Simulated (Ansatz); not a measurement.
Basis-set extrapolation for C₂H₈ClPSi, SMILES `C[Si](C)(P)Cl` (PBE0-D4/def2-TZVP geometry, frozen core, the Gaussian-basis code of Ansatz). Multiplicity 1, RHF reference.

```csv
,def2-TZVPP,def2-QZVPP
HF,-1169.718324,-1169.753565
MP2 correlation,-0.826788,-0.890884
CCSD(T) correlation,-0.935289,not run
```

Energies in hartree. Use E(X) = E(∞) + A·exp(−7.88·√X) for Hartree–Fock and E(X) = E(∞) + B·X^(−2.97) for correlation, with X = 3 and 4, and add CCSD(T) minus MP2 of the smaller set to the MP2 limit.

**Question.** What is the CCSD(T) energy at the basis-set limit?

**Answer.** HF limit: -1169.753565 + (-0.035241) × 0.13774 = -1169.75842. MP2 limit: -0.890884 + (-0.064096) × 0.74074 = -0.93836. Higher-order term: -0.935289 − (-0.826788) = -0.10850. Total: -1170.80528 hartree, 398.2 kJ/mol below CCSD(T)/def2-TZVPP.
